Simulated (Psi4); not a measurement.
Psi4 input (wB97X-D/6-31G*):

```
memory 1500 MB

molecule {
-1 1
Si   -1.99269100    0.35017000    0.03442800
C    -0.20465700    0.02607900   -0.00006300
C     0.31551800   -1.20527600   -0.42411800
O     1.72036000   -1.04100000   -0.29868700
C     2.01498700    0.20726900    0.16958400
C     0.87835500    0.91064500    0.37260200
H    -2.53773400    0.71475000    1.38774400
H    -2.43516000    1.51437800   -0.80836300
H    -2.79531000   -0.81360200   -0.42680300
H     3.05827800    0.45164800    0.30729400
H     0.81950100    1.92614200    0.73960700
symmetry c1
no_reorient
no_com
}

set {
  basis 6-31G*
  reference rks
  scf_type pk
  dft_radial_points 99
  dft_spherical_points 590
  e_convergence 1e-8
  d_convergence 1e-7
  maxiter 150
}

e = energy('wb97x-d')
print_out(f'\nFINAL {e:.10f} DIPOLE {variable("CURRENT DIPOLE")[0]:.6f} {variable("CURRENT DIPOLE")[1]:.6f} {variable("CURRENT DIPOLE")[2]:.6f}\n')
```

Output:

```
   => Loading Basis Set <=

    Name: 6-31G*
    Role: ORBITAL
    Keyword: BASIS
    atoms 1        entry SI         line   268 file 6-31gs.gbs
    atoms 2-3, 5-6 entry C          line   111 file 6-31gs.gbs
    atoms 4        entry O          line   145 file 6-31gs.gbs
    atoms 7-11     entry H          line    44 file 6-31gs.gbs

   => WB97X-D: Empirical Dispersion <=

    Chai and Head-Gordon Dispersion Correction
    Chai, J.-D.; Head-Gordon, M. (2010), J. Chem. Phys., 132: 6615-6620

        s6 =       1.000000

         ---------------------------------------------------------
                                   SCF
               by Justin Turney, Rob Parrish, Andy Simmonett
                          and Daniel G. A. Smith
                              RKS Reference
         ---------------------------------------------------------

  ==> Geometry <==

    Molecular point group: c1
    Full point group: C1

    Geometry (in Angstrom), charge = -1, multiplicity = 1:

       Center              X                  Y                   Z               Mass
    ------------   -----------------  -----------------  -----------------  -----------------
         SI          -1.992691000000     0.350170000000     0.034428000000    27.976926534650
         C           -0.204657000000     0.026079000000    -0.000063000000    12.000000000000
         C            0.315518000000    -1.205276000000    -0.424118000000    12.000000000000
         O            1.720360000000    -1.041000000000    -0.298687000000    15.994914619570
         C            2.014987000000     0.207269000000     0.169584000000    12.000000000000
         C            0.878355000000     0.910645000000     0.372602000000    12.000000000000
         H           -2.537734000000     0.714750000000     1.387744000000     1.007825032230
         H           -2.435160000000     1.514378000000    -0.808363000000     1.007825032230
         H           -2.795310000000    -0.813602000000    -0.426803000000     1.007825032230
         H            3.058278000000     0.451648000000     0.307294000000     1.007825032230
         H            0.819501000000     1.926142000000     0.739607000000     1.007825032230

  Running in c1 symmetry.

  Rotational constants: A =      0.29251  B =      0.06513  C =      0.05421 [cm^-1]
  Rotational constants: A =   8769.11312  B =   1952.42262  C =   1625.20512 [MHz]
  Nuclear repulsion =  256.154686798102375

  Charge       = -1
  Multiplicity = 1
  Electrons    = 52
  Nalpha       = 26
  Nbeta        = 26

  ==> Algorithm <==

  SCF Algorithm Type is PK.
  DIIS enabled.
  MOM disabled.
  Fractional occupation disabled.
  Guess Type is SAD.
  Energy threshold   = 1.00e-08
  Density threshold  = 1.00e-07
  Integral threshold = 1.00e-12

  ==> Primary Basis <==

  Basis Set: 6-31G*
    Blend: 6-31G*
    Number of shells: 48
    Number of basis functions: 104
    Number of Cartesian functions: 104
    Spherical Harmonics?: false
    Max angular momentum: 2

  ==> DFT Potential <==

   => LibXC <=

    Version 7.1.2
    S. Lehtola, C. Steigemann, M. J. T. Oliveira, and M. A. L. Marques,  SoftwareX 7, 1–5 (2018) (10.1016/j.softx.2017.11.002)

   => Composite Functional: WB97X-D <=

    wB97X-D Hyb-GGA Exchange-Correlation Functional

    J.-D. Chai and M. Head-Gordon,  Phys. Chem. Chem. Phys. 10, 6615–6620 (2008) (10.1039/B810189B)

    Deriv               =              1
    GGA                 =           TRUE
    Meta                =          FALSE

    Exchange Hybrid     =           TRUE
    MP2 Hybrid          =          FALSE

   => Exchange-Correlation Functionals <=

    1.0000   wB97X-D range-separated functional

   => Exact (HF) Exchange <=

    0.7780            HF,LR [omega = 0.2000]
    0.2220               HF

   => LibXC Density Thresholds  <==

    XC_HYB_GGA_XC_WB97X_D:  1.00E-14

   => Molecular Quadrature <=

    Radial Scheme          =       TREUTLER
    Pruning Scheme         =           NONE
    Nuclear Scheme         =       TREUTLER

    Blocking Scheme        =         OCTREE
    BS radius alpha        =              1
    Pruning alpha          =              1
    Radial Points          =             99
    Spherical Points       =            590
    Total Points           =         604781
    Total Blocks           =           4303
    Max Points             =            256
    Max Functions          =            103
    Weights Tolerance      =       1.00E-15

  ==> Integral Setup <==

  Using in-core PK algorithm.
   Calculation information:
      Number of atoms:                  11
      Number of AO shells:              48
      Number of primitives:            122
      Number of atomic orbitals:       104
      Number of basis functions:       104

      Integral cutoff                 1.00e-12
      Number of threads:                 4

  Performing in-core PK
  Using 44725590 doubles for integral storage.
  We computed 656992 shell quartets total.
  Whereas there are 692076 unique shell quartets.

  Computing range-separated integrals for PK
  We computed 656992 wK shell quartets total.
  Whereas there are 692076 wK unique shell quartets.

  ==> DiskJK: Disk-Based J/K Matrices <==

    J tasked:                  Yes
    K tasked:                  Yes
    wK tasked:                 Yes
    Omega:               2.000E-01
    Schwarz Cutoff:          1E-12


  Cached 12.5% of DFT collocation blocks in 0.170 [GiB].

  Minimum eigenvalue in the overlap matrix is 1.5143948196E-03.
  Reciprocal condition number of the overlap matrix is 2.0029606618E-04.
    Using symmetric orthogonalization.

  ==> Pre-Iterations <==

  SCF Guess: Superposition of Atomic Densities via on-the-fly atomic UHF (no occupation information).

   -------------------------
    Irrep   Nso     Nmo
   -------------------------
     A        104     104
   -------------------------
    Total     104     104
   -------------------------

  ==> Iterations <==

                        Total Energy        Delta E     RMS |[F,P]|

   @RKS iter SAD:  -519.15818257398450   -5.19158e+02   0.00000e+00
   @RKS iter   1:  -519.75992704210807   -6.01744e-01   5.74735e-03 DIIS/ADIIS
   @RKS iter   2:  -519.84121327271612   -8.12862e-02   4.86233e-03 DIIS/ADIIS
   @RKS iter   3:  -519.97180330580329   -1.30590e-01   7.72954e-04 DIIS/ADIIS
   @RKS iter   4:  -519.97451331523223   -2.71001e-03   3.07550e-04 DIIS/ADIIS
   @RKS iter   5:  -519.97497394932850   -4.60634e-04   1.18755e-04 DIIS/ADIIS
   @RKS iter   6:  -519.97504057789024   -6.66286e-05   4.16424e-05 DIIS
   @RKS iter   7:  -519.97504867230145   -8.09441e-06   6.67447e-06 DIIS
   @RKS iter   8:  -519.97504922301334   -5.50712e-07   1.98638e-06 DIIS
   @RKS iter   9:  -519.97504926809131   -4.50780e-08   1.00321e-06 DIIS
   @RKS iter  10:  -519.97504927561920   -7.52789e-09   1.99224e-07 DIIS
   @RKS iter  11:  -519.97504927649754   -8.78345e-10   6.41137e-08 DIIS
  Energy and wave function converged.

  ==> Post-Iterations <==

   Electrons on quadrature grid:
      Ntotal   =   52.0000013261 ; deviation = 1.326e-06

    Orbital Energies [Eh]
    ---------------------

    Doubly Occupied:

       1A    -66.101208     2A    -19.112669     3A    -10.146577
       4A    -10.108303     5A    -10.083562     6A    -10.068130
       7A     -5.217679     8A     -3.562649     9A     -3.562553
      10A     -3.560381    11A     -0.969485    12A     -0.681511
      13A     -0.611727    14A     -0.487681    15A     -0.453461
      16A     -0.416487    17A     -0.387432    18A     -0.312967
      19A     -0.299919    20A     -0.263805    21A     -0.259422
      22A     -0.242211    23A     -0.209643    24A     -0.151779
      25A     -0.086309    26A     -0.067764

    Virtual:

      27A      0.283661    28A      0.293607    29A      0.301709
      30A      0.304643    31A      0.368276    32A      0.373596
      33A      0.379804    34A      0.397059    35A      0.434742
      36A      0.451221    37A      0.467613    38A      0.486626
      39A      0.514111    40A      0.590814    41A      0.624701
      42A      0.664205    43A      0.726317    44A      0.788879
      45A      0.814759    46A      0.832216    47A      0.840548
      48A      0.865750    49A      0.894702    50A      0.897579
      51A      0.908571    52A      0.923266    53A      0.958835
      54A      0.965267    55A      1.009451    56A      1.030127
      57A      1.069839    58A      1.094759    59A      1.124625
      60A      1.135267    61A      1.214314    62A      1.244784
      63A      1.272646    64A      1.308750    65A      1.327768
      66A      1.345241    67A      1.378481    68A      1.405236
      69A      1.443435    70A      1.472694    71A      1.652355
      72A      1.657817    73A      1.682927    74A      1.697636
      75A      1.720298    76A      1.861348    77A      1.878918
      78A      1.919713    79A      1.991820    80A      2.114059
      81A      2.238505    82A      2.242407    83A      2.324715
      84A      2.384788    85A      2.490251    86A      2.512958
      87A      2.528661    88A      2.547178    89A      2.620709
      90A      2.678674    91A      2.844357    92A      2.870121
      93A      2.935551    94A      2.976189    95A      3.070776
      96A      3.135702    97A      3.212481    98A      3.285438
      99A      3.346941   100A      4.219265   101A      4.447918
     102A      4.474167   103A      4.599862   104A      4.773204

    Final Occupation by Irrep:
              A
    DOCC [    26 ]
    NA   [    26 ]
    NB   [    26 ]

  @RKS Final Energy:  -519.97504927649754

   => Energetics <=

    Nuclear Repulsion Energy =            256.1546867981023752
    One-Electron Energy =               -1231.8886853006538331
    Two-Electron Energy =                 493.1728636619949384
    DFT Exchange-Correlation Energy =     -37.4102129556058003
    Empirical Dispersion Energy =          -0.0037014803352551
    VV10 Nonlocal Energy =                  0.0000000000000000
    Total Energy =                       -519.9750492764975434

Computation Completed

Properties will be evaluated at   0.000000,   0.000000,   0.000000 [a0]

Properties computed using the SCF density matrix

 Multipole Moments:

 ------------------------------------------------------------------------------------
     Multipole            Electronic (a.u.)      Nuclear  (a.u.)        Total (a.u.)
 ------------------------------------------------------------------------------------

 L = 1.  Multiply by 2.5417464519 to convert [e a0] to [Debye]
 Dipole X            :          0.2403093           -0.0000019            0.2403074
 Dipole Y            :          1.3594335           -0.0000038            1.3594297
 Dipole Z            :          0.5061988            0.0000094            0.5062083
 Magnitude           :                                                    1.4703889

 ------------------------------------------------------------------------------------

FINAL -519.9750492765 DIPOLE 0.240307 1.359430 0.506208

*** Psi4 exiting successfully. Buy a developer a beer!
```

The dipole moment of an ion depends on the origin.

The geometry given is a B3LYP-D3(BJ)/def2-TZVP minimum.
